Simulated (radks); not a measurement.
Neutral arsenic inside a hard spherical wall (all orbitals vanish at R), configuration held at [Ar] 3d10 4s2 4p3 and not refilled when levels cross. Calculated with a radial shooting solver on a logarithmic mesh with Libxc functionals: non-relativistic Kohn-Sham, PBE, spin-polarised, spherical densities, point nucleus; open shells are filled with parallel spins first. Eigenvalues in eV for spin up, with the zero of energy where the potential of the charges vanishes at infinity; a dash marks a level that is unbound or too diffuse for the functional's potential to be trusted. A positive occupied level is held by the wall or, in an anion where self-interaction has pushed it up, behind a barrier. The pressure on the wall is -dE/dV.

| R (bohr) | E (hartree) | kinetic (hartree) | e(3p) | e(3d) | e(4s) | e(4p) | e(5s, empty) | e(5p, empty) | pressure (GPa) |
|---|---|---|---|---|---|---|---|---|---|
| free | -2235.53176 | 2234.139 | -131.96 | -41.459 | -14.777 | -5.955 | - | - | 0 |
| 20 | -2235.53176 | 2234.139 | -131.96 | -41.459 | -14.777 | -5.955 | - | - | < 0.0001 |
| 15 | -2235.53176 | 2234.139 | -131.96 | -41.459 | -14.777 | -5.955 | -0.534 | 0.521 | < 0.0001 |
| 12 | -2235.53175 | 2234.140 | -131.96 | -41.458 | -14.776 | -5.954 | -0.374 | 0.968 | 0.000175 |
| 10 | -2235.53164 | 2234.141 | -131.95 | -41.446 | -14.767 | -5.945 | -0.011 | 1.737 | 0.00353 |
| 6 | -2235.51071 | 2234.282 | -131.08 | -40.591 | -14.145 | -5.259 | 5.184 | 9.694 | 1.81 |
| 4 | -2235.20047 | 2235.727 | -125.91 | -35.506 | -10.251 | -0.364 | 26.004 | 34.966 | 70.8 |
| 2.5 | -2231.92935 | 2246.688 | -106.58 | -16.651 | 13.289 | 28.390 | 122.52 | 138.44 | 2430 |
| 2 | -2226.03287 | 2264.557 | -87.663 | 2.431 | 48.692 | 68.523 | 238.79 | 256.84 | 11700 |
